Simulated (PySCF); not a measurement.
**Electronic absorption of tetraallylsilane**

Species: tetraallylsilane, C₁₂H₂₀Si.
Atom-mapped SMILES: `[CH2:1]=[CH:2][CH2:3][Si:4]([CH2:5][CH:6]=[CH2:7])([CH2:8][CH:9]=[CH2:10])[CH2:11][CH:12]=[CH2:13]` (hydrogens: H14, H15 on C1; H16 on C2; H17, H18 on C3; H19, H20 on C5; H21 on C6; H22, H23 on C7; H24, H25 on C8; H26 on C9; H27, H28 on C10; H29, H30 on C11; H31 on C12; H32, H33 on C13)

Structure used (PBE0-D3(BJ)/def2-SVP), in Å, numbered top down from 1:
```
atom  x, y, z in Å
C1     0.166    1.300    2.394
C2     0.924    0.486    1.652
C3     0.451   -0.715    0.909
Si4    0.202   -0.365   -0.936
C5    -0.404   -1.956   -1.779
C6    -1.777   -2.328   -1.330
C7    -2.080   -3.240   -0.402
C8     1.839    0.192   -1.713
C9     2.884   -0.867   -1.632
C10    3.893   -0.908   -0.756
C11   -1.084    1.012   -1.150
C12   -1.404    1.256   -2.585
C13   -0.916    2.243   -3.342
H14   -0.902    1.107    2.544
H15    0.587    2.182    2.883
H16    1.989    0.729    1.539
H17    1.182   -1.538    0.984
H18   -0.511   -1.084    1.303
H19   -0.375   -1.792   -2.870
H20    0.321   -2.753   -1.546
H21   -2.600   -1.762   -1.785
H22   -1.303   -3.837    0.088
H23   -3.114   -3.427   -0.104
H24    2.159    1.110   -1.191
H25    1.625    0.469   -2.759
H26    2.778   -1.703   -2.336
H27    4.599   -1.741   -0.737
H28    4.055   -0.102   -0.031
H29   -1.984    0.712   -0.586
H30   -0.681    1.916   -0.663
H31   -2.073    0.525   -3.059
H32   -0.246    3.003   -2.927
H33   -1.174    2.331   -4.400
```

Computed with TDDFT PBE0/def2-SVPD, vertical, gas phase, core orbitals frozen in the response in PySCF 2.14.0, density-fitted response routines.

| state | E (eV) | λ (nm) | f | main configurations (H = HOMO, L = LUMO) |
| --- | --- | --- | --- | --- |
| S1 | 6.06 | 204.5 | 0.011 | H→L (67%), H-1→L (25%) |
| S2 | 6.12 | 202.5 | 0.026 | H→L+1 (88%) |
| S3 | 6.15 | 201.5 | 0.062 | H-1→L+1 (45%), H-1→L (21%), H→L+2 (13%) |
| S4 | 6.18 | 200.5 | 0.045 | H-1→L (30%), H-2→L (22%), H→L+2 (16%) |
| S5 | 6.22 | 199.4 | 0.045 | H-1→L+1 (35%), H-2→L (21%), H→L+2 (14%) |
| S6 | 6.24 | 198.7 | 0.028 | H-2→L (27%), H-1→L+2 (25%), H→L+3 (24%) |
| S7 | 6.29 | 197.1 | 0.109 | H→L+2 (26%), H-1→L+2 (19%), H→L+3 (18%) |
| S8 | 6.33 | 195.9 | 0.106 | H-2→L+2 (67%), H→L+2 (11%) |
| S9 | 6.36 | 195.1 | 0.285 | H-2→L+1 (62%), H-1→L+2 (10%) |
| S10 | 6.42 | 193.1 | 0.179 | H-1→L+3 (45%), H→L+3 (18%) |

Triplets, Tamm–Dancoff:

| state | E (eV) | λ (nm) | main configurations (H = HOMO, L = LUMO) |
| --- | --- | --- | --- |
| T1 | 4.12 | 300.7 | H→L (18%), H-1→L (16%), H-3→L+3 (14%) |
| T2 | 4.14 | 299.8 | H→L+1 (16%), H-3→L+2 (14%), H-1→L (8%) |
| T3 | 4.14 | 299.2 | H-2→L+1 (27%), H→L+2 (18%), H-3→L+1 (15%) |
| T4 | 4.15 | 298.5 | H-3→L (18%), H→L+3 (14%), H-1→L+2 (14%) |

The lowest singlet comes at 205 nm (585 kJ/mol) in the ultraviolet; it is weak; its leading configuration is HOMO→LUMO (67%). The most intense listed level is S9 at 6.36 eV (195 nm, f = 0.285), 0.29 eV above S1. Löwdin shares by element: HOMO carbon 48% or more (atoms not listed hold the other 52%); LUMO carbon 60% or more (atoms not listed hold the other 40%). The listed states span 0.36 eV. Weighted by f, the mean energy of these states is 6.31 eV. Orbital energies (eV): HOMO-3 -7.66, HOMO-2 -6.96, HOMO-1 -6.88, HOMO -6.83, LUMO 0.04, LUMO+1 0.09, LUMO+2 0.17. Only the lowest 10 singlets were computed, as vertical energies without vibronic structure.

One conformer stands for the species.
